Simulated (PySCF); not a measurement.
Peak assignment

Cartesian coordinates in Å; atom numbers follow the order of the lines, from 1:
```xyz
15

C     1.8773    0.6473   -0.2231
C     0.4371    0.2748   -0.0235
C    -0.5007    1.0820    0.8451
C    -1.6843    0.4598    0.7869
C    -1.4614   -0.7237   -0.1168
C    -0.3871   -0.3726   -1.1276
C    -0.0205   -1.1765    0.0151
H     2.4183    0.6608    0.7357
H     1.9680    1.6482   -0.6727
H     2.3854   -0.0679   -0.8870
H    -0.2288    1.9846    1.3925
H    -2.6227    0.7235    1.2734
H    -2.2433   -1.4431   -0.3717
H    -0.2768   -0.4801   -2.2076
H     0.4792   -2.1370    0.1480
```

Gas phase, one averaged value for each set of equivalent atoms, single conformer, non-relativistic Hamiltonian. Couplings computed with B3LYP/pcJ-1 (without the spin–dipole term); PBE0-D3(BJ)/def2-SVP geometry; σ from GIAO-B3LYP/pcSseg-2; PySCF 2.14.0 with density-fitted response routines.

Scale: 13C (179.19 ppm), 1H (31.39 ppm) against TMS (reference shieldings calculated alike).

**Question.** Assign these signals to the numbered atoms. 13C{1H} NMR (computed): δ 148.3 (CH), 147.8 (CH), 58.9 (CH), 49.9 (C), 37.8 (CH), 14.8 (CH3).

**Answer.** 
148.3 → C4, alkene CH: an sp2 carbon of a C=C bond
147.8 → C3, alkene CH
58.9 → C6/C7, three-membered-ring carbon
49.9 → C2, three-membered-ring carbon: aliphatic region, no heteroatom directly attached
37.8 → C5, three-membered-ring carbon
14.8 → C1, methyl carbon: a saturated carbon with 1 carbon neighbour and no heteroatom attached

C4 and C3 lie closer than the usual error of such a calculation, so a measured spectrum could show them in the other order.

**Question.** Assign these signals to the numbered atoms. 1H NMR (600 MHz, computed): δ 6.24 (dd, J = 6.4, 1.5 Hz, 1H), 5.96 (dd, J = 6.4, 2.0 Hz, 1H), 3.82 (d, J = 1.8 Hz, 2H), 1.67 (quint, J = 1.8 Hz, 1H), 1.18 (s, 3H).

**Answer.** 
| δ (ppm) | atoms | environment | reason |
| --- | --- | --- | --- |
| 6.24 | H12 | hydrogen on an alkene CH | attached to an sp2 carbon and in the plane of the double bond |
| 5.96 | H11 | hydrogen on an alkene CH | – |
| 3.82 | H14/H15 | hydrogen on a three-membered-ring carbon | – |
| 1.67 | H13 | hydrogen on a three-membered-ring carbon | – |
| 1.18 | H8/H9/H10 | hydrogen on a methyl carbon | – |

Multiplet labels drop couplings under 1 Hz and merge nearly equal ones. Unscaled 3J(H,H) at this level run about 10 % above measured values. Shifts are as computed. Against solution values, carbons near 30 ppm lie about +3 ppm off and those near 130 ppm about +8 ppm. Of 1211 compounds with measured shifts, 218 miss one by over three times the rms of a fit or turn the order of signals round; such compounds aren't used in these exercises.
